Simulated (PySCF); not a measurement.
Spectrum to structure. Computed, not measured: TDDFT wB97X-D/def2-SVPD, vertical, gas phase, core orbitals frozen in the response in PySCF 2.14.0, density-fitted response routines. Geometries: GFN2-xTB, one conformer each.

```
state  ν̃ (cm⁻¹)       f   main configurations (H = HOMO, L = LUMO)
   S1      60840   0.018                                  H→L (85%)
   S2      64050  0.0027                   H-1→L (55%), H→L+1 (15%)
   S3      67720  0.0095                                H-2→L (62%)
   S4      67870   0.042    H-3→L (23%), H→L+2 (21%), H-1→L+1 (15%)
   S5      68660   0.020                    H→L+1 (38%), H→L+4 (9%)
   S6      70030   0.018      H→L+5 (27%), H→L+3 (16%), H-3→L (13%)
   S7      70280   0.017                   H→L+3 (35%), H→L+2 (26%)
   S8      70670   0.037  H-3→L+1 (18%), H-3→L (12%), H-1→L+1 (10%)
```

Triplets computed (Tamm–Dancoff): 7.41, 7.83, 8.26 eV.

Orbital energies (eV): HOMO-3 -10.60, HOMO-2 -10.53, HOMO-1 -10.00, HOMO -9.50, LUMO 2.07, LUMO+1 2.75, LUMO+2 2.97.

**Question.** Which candidate is it?
A. `C#C[C@H](F)[SiH2]C(=C)C`
B. `C=C(C)[SiH2]CF`
C. `C[Si](OC)(C)OC`

**Answer.** C. Its S1, at 7.54 eV, is the highest among the candidates; the nearest of the others has S1 at 6.87 eV. S1 is HOMO→LUMO (85%). Löwdin shares by element: HOMO oxygen 35%, carbon 32% or more (atoms not listed hold the other 34%); LUMO carbon 30% or more, silicon 17% (atoms not listed hold the other 52%). At the same level the other candidates give, for their lowest levels:
- `C#C[C@H](F)[SiH2]C(=C)C`: 5.74 eV (f 0.004); 6.61 eV (f 0.036); 6.80 eV (f 0.073); 6.94 eV (f 0.287); 7.12 eV (f 0.008); T1 4.37 eV; HOMO -9.34, LUMO 1.29 eV
- `C=C(C)[SiH2]CF`: 6.87 eV (f 0.023); 7.04 eV (f 0.394); 7.45 eV (f 0.014); 7.81 eV (f 0.019); 7.97 eV (f 0.022); T1 4.39 eV; HOMO -9.42, LUMO 1.54 eV

Shape of the structure used: `[CH3:1][O:2][Si:3]([CH3:4])([CH3:5])[O:6][CH3:7]`: C1–O2–Si3–C4 172°, O2–Si3–O6–C7 178°.
